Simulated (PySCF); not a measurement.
H₃O₄Si, charge -1, multiplicity 1.

```xyz
8

O      0.0000     0.0000     1.6904
Si     0.0000     0.0000     0.1114
O      0.3748    -1.4937    -0.6307
O     -1.4810     0.4223    -0.6307
O      1.1062     1.0714    -0.6307
H      0.2070    -2.1854     0.0180
H     -1.9961     0.9134     0.0180
H      1.7891     1.2720     0.0180
```
Charge -1, spin multiplicity 1.

Coordinates come from a r2SCAN-D4/def2-SVPD optimisation. The multiplicity is an assumed one; other spin states were not compared. The isomer is the one that the SMILES or the coordinates give; other isomers of the formula were not compared. Other conformers were not sampled.

Calculation: KT2/pcSseg-1 (PySCF). Non-relativistic, no solvent.

Question: Give the absolute GIAO shielding of each atom: isotropic value and principal components (ppm). (Estimate from the structure and the level; the computed values follow.)

Answer: 
```json
[
 {"atom": "O1", "σ(iso)": "212.3", "σ11": "167.9", "σ22": "167.9", "σ33": "301.0", "span": "133.2"},
 {"atom": "Si2", "σ(iso)": "410.6", "σ11": "358.8", "σ22": "358.8", "σ33": "514.3", "span": "155.5"},
 {"atom": "O3", "σ(iso)": "268.6", "σ11": "225.1", "σ22": "262.8", "σ33": "317.9", "span": "92.8"},
 {"atom": "O4", "σ(iso)": "268.6", "σ11": "225.1", "σ22": "262.8", "σ33": "317.9", "span": "92.8"},
 {"atom": "O5", "σ(iso)": "268.6", "σ11": "225.1", "σ22": "262.8", "σ33": "317.9", "span": "92.8"},
 {"atom": "H6", "σ(iso)": "31.8", "σ11": "24.8", "σ22": "27.7", "σ33": "43.0", "span": "18.2"},
 {"atom": "H7", "σ(iso)": "31.8", "σ11": "24.8", "σ22": "27.7", "σ33": "43.0", "span": "18.2"},
 {"atom": "H8", "σ(iso)": "31.8", "σ11": "24.8", "σ22": "27.7", "σ33": "43.0", "span": "18.2"}
]
```
